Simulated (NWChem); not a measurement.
# MgHCl; SMILES [MgH][Cl]

```xyz
3

Mg    -0.0019     1.1358     0.0000
H     -0.0077     2.8290     0.0000
Cl     0.0014    -1.0756     0.0000
```
Atoms are numbered in this order, from 1.

Geometry: optimised at B3LYP/6-31G* (spherical d).

Task: List the 4 lowest vertical singlet excitations from BHandHLYP/6-31G* (spherical d), full TDDFT (NWChem).

Result: 
```json
[
 {"state": "S1", "energy (eV)": "6.60", "oscillator strength": "0.014", "leading excitation (squared amplitude)": "HOMO−1 → LUMO (0.87)"},
 {"state": "S2", "energy (eV)": "6.60", "oscillator strength": "0.014", "leading excitation (squared amplitude)": "HOMO−2 → LUMO (0.87)"},
 {"state": "S3", "energy (eV)": "6.95", "oscillator strength": "0.195", "leading excitation (squared amplitude)": "HOMO → LUMO+2 (0.88)"},
 {"state": "S4", "energy (eV)": "6.95", "oscillator strength": "0.195", "leading excitation (squared amplitude)": "HOMO → LUMO+1 (0.88)"}
]
```
